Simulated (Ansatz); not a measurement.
Total energies of BrF₂In (`[F][In]([F])[Br]`).

```tsv
atom	x (Å)	y (Å)	z (Å)
F1	-1.859	0.543	-0.347
In2	-0.027	0.071	0.007
F3	1.061	1.560	0.558
Br4	0.824	-2.175	-0.218
```

Charge 0, multiplicity 1. Correlated methods include outer-core shells of Br, In, which these sets cover unevenly. Scalar relativity is left out up to krypton. In: def2 effective core potential. Geometry: relaxed with PBE0-D4/def2-TZVP. Basis def2-TZVPP, Ansatz.

RPA on PBE orbitals: Hartree–Fock energy of these orbitals -2960.63717 Eh, correlation -1.51941 Eh (frozen core).

```
             functional  energy without D4 (Eh)  D4 term (kJ/mol)
            LDA (SPW92)             -2959.03921                 –
                    PBE             -2963.60892              -8.3
                 revPBE             -2963.93890             -17.7
                   BLYP             -2964.15279             -17.0
                 r2SCAN             -2964.15661              -1.8
                 B97M-V             -2963.64604                 –
                   PBE0             -2963.69037              -7.1
                  B3LYP             -2964.27180             -13.6
                r2SCANh             -2964.12926              -2.0
                r2SCAN0             -2964.09018              -2.3
HSE06 (plane-wave form)             -2963.68585              -6.8
                  BHLYP             -2964.01821             -13.8
              CAM-B3LYP             -2964.24105              -7.5
                LC-ωPBE             -2963.74738                 –
                ωB97X-V             -2963.85481                 –
                ωB97M-V             -2963.94005                 –
                 B2PLYP             -2963.48206                 –
               PBE-QIDH             -2963.15539                 –
```

B3LYP takes the VWN-RPA correlation (the form of Gaussian; ORCA's B3LYP/G). HSE06 is the plane-wave form, built on full-range PBE exchange. The double hybrids freeze the cores in their second-order part.

LC-ωPBE has ω = 0.4 bohr⁻¹.
